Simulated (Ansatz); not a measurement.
Consider the redistribution: `[OH][Mg][SH]` + `[OH][In]([Cl])[O][SiH3]` → `[OH][Mg][O][SiH3]` + `[OH][In]([SH])[Cl]`.

Calculated with Ansatz (gas phase, PBE0-D4/def2-TZVP geometries, no zero-point term in ΔE). CBS: MP2 limit from def2 TZ/QZ plus the TZ coupled-cluster correction, frozen cores. Functionals use def2-TZVPP. B3LYP here is the variant with VWN-RPA as its local correlation; programs differ in this. def2 core potentials past Kr. For In, Mg outer-core shells are correlated without core-valence functions, which leaves a few kJ/mol of doubt a bond. Each species was taken in one conformer, which may not be the lowest.

`[OH][Mg][SH]`:

```xyz
5

O    -1.604   -0.852    0.039
Mg    0.046   -0.254   -0.025
S     2.194    0.507   -0.177
H    -2.442   -1.197    0.315
H     1.806    1.795   -0.153
```

`[OH][In]([Cl])[O][SiH3]`:

Z-matrix (Å, degrees):
```
Si
O 1 1.632
H 1 1.487 2 110.4
H 1 1.487 2 110.5 3 120.9
H 1 1.497 2 110.7 3 -119.6
In 2 1.968 1 133.7 3 120.0
Cl 6 2.285 2 118.3 1 -180.0
O 6 1.964 2 118.9 1 -0.1
H 8 0.962 6 111.2 2 0.0
```

`[OH][Mg][O][SiH3]`:

```xyz
8

O     3.052    1.324    0.144
Mg    1.451    0.609    0.060
O    -0.204   -0.067   -0.001
Si   -1.693   -0.679   -0.058
H     3.985    1.473    0.086
H    -2.077   -1.052   -1.452
H    -1.810   -1.908    0.782
H    -2.704    0.301    0.439
```

`[OH][In]([SH])[Cl]`:

Z-matrix (Å, degrees):
```
In
S 1 2.351
Cl 1 2.325 2 121.3
O 1 1.966 2 122.8 3 180.0
H 2 1.345 1 91.9 3 -0.3
H 4 0.961 1 111.7 2 179.6
```

| level | ΔE (kJ/mol) |
| --- | --- |
| B3LYP-D4 | -80.7 |
| CCSD/def2-TZVPP | -77.6 |
| HF/def2-QZVPP | -76.9 |
| SCS-MP2/def2-QZVPP | -79.9 |

(1) What does CCSD(T)/CBS give? (Best estimate.)

Largest T1 diagnostic among the species: 0.015.

Results:

(1) The calculation gave: -77.1 kJ/mol. The listed levels differ from it by -3.6, -0.5, 0.2, -2.8 kJ/mol.
